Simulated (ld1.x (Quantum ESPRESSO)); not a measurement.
**Varying the PAW potential for Dy (Z = 66)**

Base potential:

Dy (Z = 66), PAW, made with ld1.x (Quantum ESPRESSO) 7.5 (LDA (PZ), scalar-relativistic). Core [Kr] 4d10, reference 4f9 5s2 5p6 5d0 6s0 6p0 (charge +3). Waves: 5s (bound): rcut 1.60, rcutus 1.65 bohr; 6s (bound, empty): rcut 1.60, rcutus 1.65 bohr; 5p (bound): rcut 2.20, rcutus 2.95 bohr; 6p (bound, empty): rcut 2.20, rcutus 2.95 bohr; 5d (bound, empty): rcut 2.70, rcutus 2.85 bohr; 5d channel at -1.4 Ry: rcut 2.70, rcutus 2.85 bohr; 4f (bound): rcut 1.20, rcutus 1.50 bohr; 4f channel at -2 Ry: rcut 1.20, rcutus 1.50 bohr. Local part: all-electron potential smoothed inside 1.50 bohr (lloc = -1). Core correction: Bessel-smoothed model core, default radius (core density twice the valence density). Augmentation charge: PSQ, inside the norm-conserving radii.

All-electron outer shells of the reference configuration (LDA (PZ), scalar-relativistic, ld1.x):

```
shell  level (eV)  outermost node (bohr)  outermost maximum (bohr)
   4p     -323.95                   0.28                      0.51
   4d     -185.61                   0.26                      0.53
   5s      -78.57                   0.63                      1.14
   5p      -53.87                   0.67                      1.30
   4f      -35.03                      –                      0.53
   5d      -25.07                   0.75                      1.75
   6s      -23.09                   1.50                      2.75
   6p      -17.28                   1.75                      3.27
```

Cutoffs, loose and tight: the cutoffs (Ry, on a coarse ladder) from which the occupation-weighted sum of valence levels, in a spherical-Bessel basis at the reference potential, stays within 10 and 1 mRy of its value at 400 Ry. They do not see the model core or the augmentation charge, which bear on the density cutoff. Test errors are all-electron minus pseudo excitation energies from the reference, over the configurations 4f10 5s2 5p6 5d0 6s2 6p0; 4f10 5s2 5p6 5d0 6s1 6p0; 4f10 5s2 5p6 5d0 6s0 6p0; 4f8 5s2 5p6 5d0 6s0 6p0; 4f10 5s2 5p5 5d0 6s2 6p0; 4f11 5s2 5p6 5d0 6s0 6p0; 4f10 5s2 5p6 5d1 6s0 6p0 (two spin-polarised tests are not counted in the largest error). A dash means not determined; rows that change the core or the reference have their own tests. The largest error is taken over the tests solved by every variant that gives reliable tests at all: 4f10 5s2 5p5 5d0 6s2 6p0; 4f10 5s2 5p6 5d0 6s0 6p0; 4f10 5s2 5p6 5d0 6s1 6p0; 4f10 5s2 5p6 5d0 6s2 6p0; 4f8 5s2 5p6 5d0 6s0 6p0.

A true bound ghost makes a file unfit for plane-wave use even where its test errors are small: the radial tests pick states by their node count and pass the ghost by. Where a test does run into it, the solver fails or the error is huge.

Cutoffs are not given where the Bessel-basis levels miss the radial ones by over 6 mRy, ghosts where they miss by over 20 mRy; a channel whose overlap is not positive is not tested.

A file whose overlap is not positive is unfit for use, and its test errors describe a broken file.

| change | outcome | cutoff, loose | cutoff, tight | bound ghosts | largest test error (meV) |
| --- | --- | --- | --- | --- | --- |
| base | generated | 70 Ry | 120 Ry | d | -246 |
| waves 5p (bound): rcut 1.90, rcutus 2.02 bohr; 6p (bound): rcut 1.90, rcutus 2.02 bohr | generated | 70 Ry | 120 Ry | d | -124 |
| waves 5p (bound): rcut 2.08, rcutus 2.20 bohr; 6p (bound): rcut 2.08, rcutus 2.20 bohr | generated, overlap not positive | – | – | d (p not tested, overlap not positive) | test run stopped at test 1 of 9 (negative rho) |
| waves 5p (bound): rcut 2.20, rcutus 2.74 bohr; 6p (bound): rcut 2.20, rcutus 2.74 bohr | generated | 70 Ry | 120 Ry | d | -215 |
| waves 5p (bound): rcut 2.20, rcutus 3.10 bohr; 6p (bound): rcut 2.20, rcutus 3.10 bohr | generated | 70 Ry | 120 Ry | d | -269 |
| waves 5p (bound): rcut 2.20, rcutus 3.26 bohr; 6p (bound): rcut 2.20, rcutus 3.26 bohr | generated | 70 Ry | 120 Ry | d | -293 |
| waves 5p (bound): rcut 2.20, rcutus 3.80 bohr; 6p (bound): rcut 2.20, rcutus 3.80 bohr | generated | 70 Ry | 120 Ry | d | test run stopped at test 1 of 9 (negative rho) |
| waves 5p (bound): rcut 2.20, rcutus 4.00 bohr; 6p (bound): rcut 2.20, rcutus 4.00 bohr | generated | 70 Ry | 120 Ry | d | test run stopped at test 1 of 9 (negative rho) |
| waves 5p (bound): rcut 2.20, rcutus 4.40 bohr; 6p (bound): rcut 2.20, rcutus 4.40 bohr | generated | 70 Ry | 120 Ry | d | test run stopped at test 1 of 9 (negative rho) |

Reading the sweep of the p radius (base included, trends over the rows without a ghost): Bound ghosts are found at 2.02, 2.2, 2.74, 2.95, 3.1, 3.26, 3.8, 4, 4.4 bohr. Every judged row has one, so this setting neither creates nor removes them.
